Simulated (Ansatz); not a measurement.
Calculated with Ansatz (gas phase, PBE0-D4/def2-TZVP geometries, no zero-point term in ΔE). CCSD(T)/CBS adds triple-zeta CCSD(T) − MP2 to the extrapolated MP2 energy (def2 sets, frozen cores). For Se outer-core shells are correlated without core-valence functions, which leaves a few kJ/mol of doubt a bond. Scalar relativity is left out up to krypton. One conformer a species, not always the lowest.

Reaction (ligand exchange at a B–Se bond): `B[Se][SiH2]F` + `CC(O)F` → `BOC(C)F` + `F[SiH2][SeH]`

```tsv
species	CCSD(T)/CBS(def2) energy (Eh)
`B[Se][SiH2]F`	-2816.86952
`CC(O)F`	-254.08332
`BOC(C)F`	-279.50675
`F[SiH2][SeH]`	-2791.46485
```

Task: Work out ΔE.

Result: ΔE = (-279.50675) + (-2791.46485) − (-2816.86952) − (-254.08332) = -0.01876 Eh = -49.3 kJ/mol.

Largest T1 diagnostic among the species: 0.013.

In def2-TZVPP, CCSD(T) changes the Hartree–Fock value by +13.4 kJ/mol (the triples alone add +2.2 kJ/mol) and MP2 by +17.3 kJ/mol.
